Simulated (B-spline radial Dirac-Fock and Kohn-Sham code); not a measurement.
# Relativistic shifts of the levels of Lu²⁵⁺

System: Lu²⁵⁺ in the configuration [Kr] 4d10.

Both columns are ΔSCF binding energies of the configuration average from a radial B-spline solver: non-relativistic Hartree-Fock with a point nucleus, and Dirac-Fock with a finite nucleus and the Coulomb interaction alone, averaged over the two j levels with weights 2j+1.

| shell | Hartree-Fock (eV) | Dirac-Fock (eV) | shift (eV) | shift (%) |
| --- | --- | --- | --- | --- |
| 1s | 59733.7 | 64445.2 | +4711.50 | +7.89 |
| 2s | 10518.2 | 11754.7 | +1236.51 | +11.76 |
| 2p | 10074.8 | 10480.3 | +405.58 | +4.03 |
| 3s | 3049.0 | 3352.2 | +303.29 | +9.95 |
| 3p | 2846.5 | 2957.9 | +111.37 | +3.91 |
| 3d | 2474.0 | 2456.7 | -17.23 | -0.70 |
| 4s | 1197.1 | 1284.2 | +87.16 | +7.28 |
| 4p | 1109.1 | 1141.8 | +32.68 | +2.95 |
| 4d | 949.0 | 946.6 | -2.35 | -0.25 |

Relativity binds 1s, 2s, 2p, 3s, 3p, 4s, 4p more strongly, among those listed most of all 2s in relative terms, and 3d, 4d more weakly, because the contracted s and p shells screen the nucleus better.

Values without a named source are computed, but for edge energies of neutral atoms, which are taken from tables.
